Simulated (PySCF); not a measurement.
## Vibration and rotation of TaF⁻

ROHF-CCSD(T) constants of TaF⁻, ⁴Π (quartet), unpaired electrons π ↑, δ ↑↑ (basis Ta def2-TZVPPD with ECP60, F def2-TZVPPD; scalar-relativistic core potentials; PySCF 2.14; masses 180.9480 and 18.9984 u):

```
ωe                      : 540.7 cm⁻¹
ωexe                    : 2.74 cm⁻¹
Be                      : 0.26431 cm⁻¹
αe                      : 0.00181 cm⁻¹
D (centrifugal)         : 2.53e-07 cm⁻¹
De to Ta (5d3 6s2) + F⁻ : 3.46 eV
```

**Question.** Give the vibrational terms G(v) and spacings up to v = 6.

**Answer.** G(v) = ωe(v+½) − ωexe(v+½)².

```
v  G(v) (cm⁻¹)  G(v) − G(v−1)  Bv (cm⁻¹)
0          270                    0.2634
1          805            535     0.2616
2         1335            530     0.2598
3         1859            524     0.2580
4         2378            519     0.2562
5         2891            513     0.2544
6         3399            508     0.2525
```

**Question.** How well does the Morse estimate ωe²/(4ωexe) reproduce De, and what is D0?

**Answer.** It gives 3.31 eV, 96 % of the computed De. D0 = De − G(0) = 3.46 − 0.03 = 3.43 eV.

Correlated steps freeze 1 core orbital. Spin–orbit coupling is left out, which matters for elements this heavy, above all for dissociation energies. For an ion De counts to the pair picked by the measured ionisation energies or electron affinities, which need not be the lowest pair at this level. With d or f electrons several states lie close, and the lowest PBE0 determinant need not be the measured ground state.
